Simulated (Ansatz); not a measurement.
Species: LiCl (charge -1, doublet). 
Structure (B3LYP-D3(BJ)/def2-TZVP (Ansatz, a program for electronic structure) minimum search):
```xyz
2

Li     0.0000     0.0000    -1.8170
Cl     0.0000     0.0000     0.3206
```
Charge -1, spin multiplicity 2.

Basis-set convergence of Hartree-Fock and CCSD(T) correlation energies (hartree) with Ansatz. Cores are frozen in the correlated levels unless marked. UHF or UKS for open shells. Spin-orbit coupling is left out. No relativistic terms. This anion needs diffuse functions, which these sets lack.

```
basis       functions       E(HF)  E(corr, CCSD(T))
----------  ---------  ----------  ----------------
def2-SVP           27  -466.88024          -0.15168
def2-TZVPP         61  -467.05229          -0.22779
def2-QZVPP        105           ?                 ?
```

### Question
Complete the blanks.

### Answer

- def2-QZVPP, E(HF): -467.07295
- def2-QZVPP, E(corr, CCSD(T)): -0.25195
